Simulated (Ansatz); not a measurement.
Consider the ligand exchange at the In–C bond: `[CH3][In]([Cl])[C]#N` + CH₃NH₂ → `C[NH][In]([CH3])[Cl]` + `C#N`.

Isolated molecules relaxed with PBE0-D4/def2-TZVP in Ansatz; ΔE leaves out vibrations. CCSD(T)/CBS is the MP2 limit (def2-TZVPP, def2-QZVPP) plus CCSD(T) − MP2 in def2-TZVPP, frozen cores. This one scheme is used for every species. Functionals use def2-TZVPP. B3LYP here is the variant with VWN-RPA as its local correlation; programs differ in this. Elements past krypton have def2 core potentials. For In outer-core shells are correlated without core-valence functions, which leaves a few kJ/mol of doubt a bond. Each species was taken in one conformer, which may not be the lowest.

`[CH3][In]([Cl])[C]#N`:

Cartesian coordinates in Å:
```
C -1.474 -0.196 -0.271
In 0.463 0.271 0.454
Cl 0.781 1.430 2.439
C 2.323 -0.199 -0.443
N 3.308 -0.481 -0.974
H -1.654 0.362 -1.191
H -2.216 0.075 0.477
H -1.532 -1.262 -0.489
```

CH₃NH₂:

```xyz
7

C     0.502   -0.262    0.047
N    -0.771    0.407    0.253
H     0.784   -0.425   -1.003
H     0.483   -1.236    0.542
H     1.297    0.319    0.519
H    -1.524   -0.121   -0.168
H    -0.771    1.317   -0.190
```

`C[NH][In]([CH3])[Cl]`:

Cartesian coordinates in Å:
```
C -1.957 0.642 0.536
N -1.326 -0.540 0.003
In 0.601 -0.851 -0.408
C 2.323 0.380 -0.211
Cl 0.827 -3.031 -1.255
H -2.461 0.454 1.494
H -1.214 1.422 0.719
H -2.701 1.068 -0.150
H -1.967 -1.295 -0.183
H 3.053 -0.131 0.416
H 2.065 1.340 0.236
H 2.757 0.542 -1.197
```

`C#N`:

```xyz
3

C    -0.006    0.024   -0.006
N     0.267   -1.054    0.267
H    -0.260    1.030   -0.261
```

Q: Is it downhill or uphill in electronic energy at CCSD(T)/CBS, and by how much? (Best estimate.)

A: The calculation gave: Uphill: ΔE = +0.22 eV.

Q: What do these levels give: ωB97X-V, PBE0, B3LYP, MP2/def2-TZVPP, HF/CBS(def2), MP2/CBS(def2)? (An estimate is asked.)

A: The calculation gave: ωB97X-V 0.30, PBE0 0.33, B3LYP 0.30, MP2/def2-TZVPP 0.26, HF/CBS(def2) 0.46, MP2/CBS(def2) 0.19 eV.

Largest T1 diagnostic among the species: 0.014.

In def2-TZVPP, CCSD(T) changes the Hartree–Fock value by −0.18 eV (the triples alone add −0.02 eV) and MP2 by −0.21 eV. From PBE to PBE0 (25 % exact exchange), in def2-TZVPP and without D4, ΔE moves by +0.06 eV. The D4 term adds −0.05 eV with B3LYP and −0.03 eV with PBE0; it sums over pairs of atoms, weighted by their polarisabilities, and B3LYP, whose exchange is more repulsive, gets the larger term.
